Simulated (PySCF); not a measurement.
SbI2, SMILES [I][Sb+][I] (connectivity only; charge and spin as stated), charge +1, multiplicity 1.

Geometry: PBE0-D3(BJ)/def2-SVP. The spin state was assumed, not searched. The isomer is the one that the SMILES or the coordinates give; other isomers of the formula were not compared. The def2 effective core potentials stand for the cores of I, Sb; spin–orbit coupling is left out.

Computed with M06-2X/def2-TZVPD (PySCF).

Symmetry labels are those of the subgroup C2v that the program uses (full group C2v).

**Question.** List the valence orbital energies around the gap with their symmetry. (The exact figures need the calculation; the answer reports its results.)

**Answer.** 
```tsv
orbital	symmetry	energy (eV)
HOMO−7	B2	-26.53
HOMO−6	A1	-21.87
HOMO−5	B2	-16.27
HOMO−4	A1	-15.52
HOMO−3	B1	-14.92
HOMO−2	A2	-14.02
HOMO−1	A1	-13.88
HOMO	B2	-13.77
LUMO	B1	-8.63
LUMO+1	A1	-6.37
LUMO+2	B2	-5.98
LUMO+3	A1	-3.57
```
